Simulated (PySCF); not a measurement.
A GIAO shielding run with PySCF 2.14.0 with density-fitted response routines (density fitting, non-relativistic, gas phase) on 2,3,3-trimethylbutanenitrile, C7H13N:

```
{"job": {"kind": "nmr", "xc": "PBE0", "basis": "pcSseg-1"}, "charge": 0, "multiplicity": 1}
C      1.747781    -0.730374    -0.952448
C      0.829527     0.438215    -0.573915
C      1.583613     1.344083     0.262548
N      2.201067     2.047346     0.920158
C     -0.497155     0.043107     0.130754
C     -0.218161    -0.659990     1.460594
C     -1.292370     1.326741     0.394198
C     -1.322319    -0.872556    -0.775786
H      2.643766    -0.348759    -1.439044
H      1.245839    -1.403267    -1.641921
H      2.054299    -1.287025    -0.070687
H      0.572587     0.987795    -1.489475
H      0.269722    -1.619110     1.304263
H      0.417640    -0.045048     2.094382
H     -1.152739    -0.841737     1.986579
H     -1.515855     1.841260    -0.538878
H     -2.233318     1.093375     0.887121
H     -0.730754     2.005036     1.033104
H     -2.300011    -1.042696    -0.330746
H     -1.469106    -0.420241    -1.754726
H     -0.842974    -1.839212    -0.906547
```

Hardware: 1 thread of an x86-64 server CPU, shared host. The job also computes population analyses, field gradients.

Problem. How large is the calculation?

Solution. 62 electrons, 201 basis functions and 1031 auxiliary functions.

Problem. How long does it take?

Solution. 40 s of wall time, with 15 SCF cycles and 5 response iterations. Times on a shared host scatter by some tens of per cent.
